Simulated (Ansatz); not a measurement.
Isolated molecules relaxed with PBE0-D4/def2-TZVP in Ansatz; ΔE leaves out vibrations. CBS: MP2 limit from def2 TZ/QZ plus the TZ coupled-cluster correction, frozen cores. This one scheme is used for every species. Functionals use def2-TZVPP. B3LYP here is the variant with VWN-RPA as its local correlation; programs differ in this. For Ge outer-core shells are correlated without core-valence functions, which leaves a few kJ/mol of doubt a bond. Scalar relativity is left out up to krypton. One conformer a species, not always the lowest.

Consider the formal exchange of groups at a Ge–N bond: `[SiH3][SiH2][NH][GeH3]` + `[OH][GeH]([OH])[SiH3]` → `[OH][Ge]([OH])([SiH3])[GeH3]` + `N[SiH2][SiH3]`.

```json
{"level": "B3LYP-D4", "ΔE (kcal/mol)": "-6.9"}
{"level": "ωB97M-V", "ΔE (kcal/mol)": "-5.9"}
{"level": "PBE", "ΔE (kcal/mol)": "-8.5"}
{"level": "B3LYP", "ΔE (kcal/mol)": "-6.8"}
{"level": "HF/def2-TZVPP", "ΔE (kcal/mol)": "-1.9"}
{"level": "MP2/def2-TZVPP", "ΔE (kcal/mol)": "-4.3"}
{"level": "HF/def2-QZVPP", "ΔE (kcal/mol)": "-1.7"}
{"level": "CCSD/CBS(def2)", "ΔE (kcal/mol)": "-5.4"}
```

Question: What does CCSD(T)/CBS give? (Estimate.)

Answer: Computed: -5.5 kcal/mol. The listed levels differ from it by -1.4, -0.4, -3.0, -1.3, 3.6, 1.2, 3.8, 0.1 kcal/mol.

Largest T1 diagnostic among the species: 0.013.

From PBE to PBE0 (25 % exact exchange), in def2-TZVPP and without D4, ΔE moves by +1.1 kcal/mol. In def2-TZVPP, CCSD(T) changes the Hartree–Fock value by −2.6 kcal/mol (the triples alone add −0.1 kcal/mol) and MP2 by −2.4 kcal/mol.
